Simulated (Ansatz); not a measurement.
One change: `C=[C](N)[GaH][CH3]` becomes `C=C(N)CF`.

Ansatz, PBE0-D4/def2-TZVP geometries, multiplicity 1. Each molecule was computed in one conformer, which needn't be the lowest.

Scalar relativity is left out up to krypton.

```json
{"property": "HOMO–LUMO gap (PBE/def2-TZVPP) / eV", "`C=[C](N)[GaH][CH3]`": "2.85"}
{"property": "LUMO energy (ωB97M-V/def2-TZVPP) / eV", "`C=[C](N)[GaH][CH3]`": "0.47"}
{"property": "size of the dipole moment (PBE/def2-TZVPP) / D", "`C=[C](N)[GaH][CH3]`": "0.95"}
{"property": "HOMO energy (PBE/def2-TZVPP) / eV", "`C=[C](N)[GaH][CH3]`": "-4.87"}
{"property": "size of the dipole moment (B3LYP/def2-TZVPP) / D", "`C=[C](N)[GaH][CH3]`": "0.92"}
{"property": "HOMO energy (B3LYP/def2-TZVPP) / eV", "`C=[C](N)[GaH][CH3]`": "-5.77"}
```

Problem. Give the same properties after the change, and the shifts. (Estimate.)

Solution. Computed: 
| property | `C=C(N)CF` | shift |
| --- | --- | --- |
| HOMO–LUMO gap (PBE/def2-TZVPP) / eV | 4.59 | 1.74 |
| LUMO energy (ωB97M-V/def2-TZVPP) / eV | 2.48 | 2.01 |
| size of the dipole moment (PBE/def2-TZVPP) / D | 0.86 | -0.09 |
| HOMO energy (PBE/def2-TZVPP) / eV | -5.13 | -0.26 |
| size of the dipole moment (B3LYP/def2-TZVPP) / D | 0.85 | -0.07 |
| HOMO energy (B3LYP/def2-TZVPP) / eV | -6.09 | -0.32 |

With PBE0 the HOMO falls by 0.32 eV and the LUMO rises by 1.68 eV, so the gap widens by about 2.00 eV. PBE moves the HOMO by -0.26 eV and ωB97M-V by -0.36 eV. Dipoles are sizes alone; their direction can turn.

B3LYP here is the variant with VWN-RPA as its local correlation; programs differ in this.
